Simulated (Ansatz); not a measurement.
The cluster Cu₄S₃. The state is a singlet with charge 0. Geometry r2SCAN-D4/def2-SVP, basis def2-TZVP, Ansatz.

```xyz
7

Cu    0.676    0.481   -1.254
Cu   -0.460    1.997    0.308
Cu    0.740   -0.060    1.142
Cu   -1.314   -0.357   -0.086
S    -1.231    0.727    1.876
S    -0.240   -1.545   -1.611
S     1.829   -1.243   -0.376
```

```tsv
run	HOMO (eV)	LUMO (eV)
A	-5.18	-4.62
B	-5.30	-4.54
C	-5.09	-4.51
D	-7.50	-3.05
E	-6.25	-3.90
```

No other spin state of charge 0 was run. Another isomer (singlet) lies 0.03 eV lower at PBE0-D4/def2-TZVP; other spin states weren't run for this one.

Problem. The runs used CAM-B3LYP, PBE, PBE0, r2SCAN, revPBE. Estimate which is which.

Solution. A PBE (0 % exact exchange); B r2SCAN (0 % exact exchange); C revPBE (0 % exact exchange); D CAM-B3LYP (range-separated); E PBE0 (25 % exact exchange). Exact exchange lowers occupied and raises empty levels; among semilocal functionals meta-GGAs tend to open the gap a little, and such runs are hard to tell apart. The gap grows from 0.56 eV (PBE) to 4.45 eV (CAM-B3LYP). The restricted singlet is unstable towards broken spin symmetry in Hartree–Fock (as tested in another run); at PBE-D4/def2-TZVP, r2SCAN-D4/def2-TZVP, revPBE-D4/def2-TZVP, CAM-B3LYP-D4/def2-TZVP and others this wasn't settled.
